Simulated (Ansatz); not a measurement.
Task: Name a neutral molecule of C, F, N, Si and H with size of the dipole moment (B3LYP/def2-TZVPP) between 0.05 and 0.35 D and HOMO–LUMO gap (PBE0/def2-TZVPP) between 7.05 and 7.35 eV (Ansatz, PBE0-D4/def2-TZVP geometry).

Result: `NC/C(F)=N/[SiH3]` (0.17 D, 7.05 eV). Other molecules can fit too; these were computed, each in one conformer that needn't be the lowest.

B3LYP here is the variant with VWN-RPA as its local correlation; programs differ in this.
